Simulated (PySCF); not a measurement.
An equivalent PySCF input for Se²⁺ (selenium, charge +2), [Ar] 3d10 4s2 4p2, high-spin 3P determinant, with a scalar-relativistic core potential:

```python
from pyscf import gto, scf, dft, mp, cc
import basis_set_exchange as bse
txt = bse.get_basis("cc-pVDZ-PP", elements=["Se"], fmt="nwchem", header=False)
cut = txt.index("\nECP")
mol = gto.M(atom="Se 0 0 0", charge=2, spin=2, symmetry="D2h",
            basis=gto.basis.parse(txt[:cut]),
            ecp={"Se": gto.basis.parse_ecp(txt[cut:])})
mf = scf.UHF(mol)
mf.irrep_nelec = {'Ag': (4, 4), 'B1g': (1, 1), 'B2g': (1, 1), 'B3g': (1, 1), 'B1u': (2, 1), 'B2u': (2, 1), 'B3u': (1, 1)}
mf.kernel()
```

It reaches the same state as the run whose output follows, and the same energy. The run itself started from symmetry-adapted Hartree-Fock orbitals and held the occupation by maximum overlap, so the iterations belong to that start.

```
SCF conv_tol = 1e-09
number electrons alpha = 12  beta = 10
cycle= 1 E= -370.765897271904  delta_E= -0.0034  |g|= 0.0202  |ddm|= 0.071
cycle= 2 E= -370.766229657376  delta_E= -0.000332  |g|= 0.00636  |ddm|= 0.0229
cycle= 3 E= -370.766266703393  delta_E= -3.7e-05  |g|= 0.000154  |ddm|= 0.0112
cycle= 4 E= -370.76626672578  delta_E= -2.24e-08  |g|= 1.83e-05  |ddm|= 0.000831
cycle= 5 E= -370.766266726129  delta_E= -3.49e-10  |g|= 2.72e-06  |ddm|= 0.000117
converged SCF energy = -370.766266726129  <S^2> = 2.0070589  2S+1 = 3.0047023
```

Energies and moments cover only the electrons outside the core potential.
